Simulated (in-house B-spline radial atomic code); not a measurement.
Response and correlation along the 10-electron series, closed shell [He] 2s2 2p6; the second-order energy is extrapolated in partial waves. Computed with a B-spline radial code for spherical atoms: relativistic RPA and second-order many-body perturbation theory on Dirac-Hartree-Fock.

```
  ion   Z  dipole polarisability (bohr³)  quadrupole polarisability (bohr⁵)  ratio of RPA to uncoupled dipole  second order correlation energy (Eh)  C6 of two such ions (Eh bohr⁶)
Mn15+  25                      0.0068047                         0.00081801                            1.0155                              -0.40716                       0.0010998
Fe16+  26                      0.0056164                         0.00061117                            1.0143                              -0.40819                       0.0008264
Co17+  27                      0.0046765                         0.00046277                            1.0133                              -0.40919                      0.00062905
Ni18+  28                      0.0039251                         0.00035469                            1.0124                              -0.41012                      0.00048449
Cu19+  29                      0.0033185                         0.00027488                            1.0116                              -0.41103                      0.00037717
Zn20+  30                      0.0028243                          0.0002152                            1.0108                              -0.41189                      0.00029652
Ga21+  31                      0.0024186                         0.00017005                            1.0102                              -0.41276                      0.00023524
Ge22+  32                      0.0020828                         0.00013553                            1.0096                              -0.41356                      0.00018818
As23+  33                              ?                                  ?                                 ?                                     ?                               ?
Se24+  34                      0.0015686                         8.8125e-05                            1.0086                              -0.41513                      0.00012318
Br25+  35                      0.0013707                         7.1813e-05                            1.0082                              -0.41589                      0.00010069
Kr26+  36                      0.0012028                         5.8895e-05                            1.0078                              -0.41667                      8.2825e-05
Rb27+  37                      0.0010597                         4.8591e-05                            1.0075                               -0.4174                      6.8525e-05
Sr28+  38                     0.00093709                         4.0315e-05                            1.0071                              -0.41813                      5.7005e-05
Zr30+  40                              ?                                  ?                                 ?                                     ?                               ?
Nb31+  41                     0.00066105                         2.3733e-05                            1.0063                               -0.4203                      3.3804e-05
Mo32+  42                              ?                                  ?                                 ?                                     ?                               ?
Tc33+  43                     0.00053168                         1.7048e-05                            1.0059                              -0.42176                      2.4389e-05
```

**Question.** Fill in the row of As23+.

**Answer.** dipole polarisability (bohr³): 0.0018031; quadrupole polarisability (bohr⁵): 0.00010889; ratio of RPA to uncoupled dipole: 1.0091; second order correlation energy (Eh): -0.41436; C6 of two such ions (Eh bohr⁶): 0.00015171.

**Question.** Fill in the row of Zr30+.

**Answer.** dipole polarisability (bohr³): 0.00074027; quadrupole polarisability (bohr⁵): 2.8183e-05; ratio of RPA to uncoupled dipole: 1.0066; second order correlation energy (Eh): -0.41958; C6 of two such ions (Eh bohr⁶): 4.005e-05.

**Question.** Fill in the row of Mo32+.

**Answer.** dipole polarisability (bohr³): 0.00059203; quadrupole polarisability (bohr⁵): 2.0073e-05; ratio of RPA to uncoupled dipole: 1.0061; second order correlation energy (Eh): -0.42104; C6 of two such ions (Eh bohr⁶): 2.8655e-05.

**Question.** How fast does the dipole polarisability fall along the series?

**Answer.** From 0.006805 to 0.0005317 bohr³; a fit of its logarithm against log Z from Z = 25 to 43 has slope -4.69.
